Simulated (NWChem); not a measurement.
# CH3Zn, doublet; SMILES [CH3][Zn]

All runs: NWChem. Pople sets run with spherical d functions. Spin-unrestricted. In the optimisation the excess spin sits in a1 (C3v, its own frame). Geometry: optimised at PBE0/def2-SVP, spin-unrestricted. The spin multiplicity was typed, not searched, and may not be the lowest. No stability test was run on the SCF state. B3LYP is NWChem's, with the RPA form of VWN correlation.

For level TPSSh/6-31G*:

- highest occupied level (eV): -4.31
- lowest empty minus highest occupied level, either spin (eV): 1.85

Problem. What are these values for level B3LYP/6-31G*?

Solution. highest occupied level (eV): -4.60
lowest empty minus highest occupied level, either spin (eV): 2.34
